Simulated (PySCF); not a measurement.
# Working out the ionisation energy of Mn

Mn [Ar] 3d5 4s2 (6S) → Mn⁺ [Ar] 3d5 4s1 (7S). Computed with PySCF 2.14 in x2c-SVPall (5s3p3d1f, 36 functions), with the spin-free X2C one-electron Hamiltonian (Gaussian nucleus). Frozen: [Ar]. Energies in hartree (1 hartree = 27.21139 eV):

| part | Mn (lower) | Mn⁺ (upper) |
| --- | --- | --- |
| UHF | -1157.190924 | -1156.969279 |
| MP2 opposite-spin | -0.025973 | 0.000000 |
| MP2 same-spin | -0.050321 | -0.049421 |

Problem. What does Hartree-Fock give?

Solution. (-1156.969279) − (-1157.190924) = 0.221645 hartree = 6.031 eV.

Problem. What do MP2 and SCS-MP2 (6/5 opposite-spin, 1/3 same-spin) give?

Solution. The opposite-spin parts differ by 0.707 eV and the same-spin parts by 0.024 eV. MP2: 6.031 + (0.707) + (0.024) = 6.762 eV. SCS-MP2: 6.031 + 1.2 × (0.707) + (0.024)/3 = 6.887 eV.

Measured between the centres of the two terms (NIST): 7.434 eV, so MP2 (valence) is off by -0.672 eV.

A double-zeta basis recovers only part of the correlation energy.

What remains against the reference includes basis incompleteness, the frozen core and correlation beyond second order.
